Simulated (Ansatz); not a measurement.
The first iterations of a band of a periodic cell of 17 atoms, Si (host Si, host structure diamond, interstitial Si).

Method: DFT PBE, scalar-relativistic, plane waves, PAW (Ansatz 0.2.0). Settings: PAW set soft_1, cutoff 420 eV, k mesh 2x2x2, fermi-dirac smearing 0.02 eV, no spin polarisation.

| Quantity | Value |
| --- | --- |
| movable images | 3 |
| climbing image | yes |
| spring | 100.0 eV/Å² |
| optimiser | fire |
| start path | default |
| force threshold | 0.05 eV/Å |
| iteration limit | 50 |
| end points | relaxed |

Initial state:

```xyz
17
Lattice="0.0000 5.4300 5.4300 5.4300 0.0000 5.4300 5.4300 5.4300 0.0000" Properties=species:S:1:pos:R:3
Si 0.008 0.004 0.009
Si 1.342 1.340 1.343
Si 2.719 2.717 -0.031
Si 4.101 4.097 1.337
Si 2.720 -0.033 2.720
Si 4.101 1.333 4.102
Si 5.468 2.714 2.718
Si 6.787 4.076 4.080
Si -0.031 2.717 2.720
Si 1.336 4.097 4.101
Si 2.717 5.463 2.718
Si 4.078 6.784 4.079
Si 2.718 2.714 5.469
Si 4.080 4.076 6.787
Si 5.431 5.429 5.431
Si 6.785 6.781 6.785
Si 2.724 2.719 2.725
```

Final state:

Only the atoms that move by more than 0.05 Å are listed.
```
Si6 4.073 1.358 4.067
Si17 1.357 4.072 1.364
```

| iteration | highest image above the first end (eV) | largest band force component (eV/Å) |
| --- | --- | --- |
| 1 | 0.957 | 1.543 |
| 2 | 0.768 | 1.079 |
| 3 | 0.579 | 0.361 |
| 4 | 0.539 | 0.402 |
| 5 | 0.532 | 0.371 |
| 6 | 0.520 | 0.310 |
| 7 | 0.506 | 0.251 |
| 8 | 0.493 | 0.208 |
| 9 | 0.483 | 0.205 |
| 10 | 0.476 | 0.209 |
| 11 | 0.470 | 0.204 |
| 12 | 0.463 | 0.217 |
| 13 | 0.451 | 0.216 |
| 14 | 0.432 | 0.157 |

Q: Does the band converge within its limit, and where does its top end?

A: The forces met the threshold. It ended after 42 iterations with the highest image 0.329 eV above the first end. The order of the stationary point at the top wasn't checked. Limits of this set-up: coarse k mesh.

The run took 11 min on 1 thread of Arm Neoverse V1, on a shared host, peak memory 0.69 GiB.
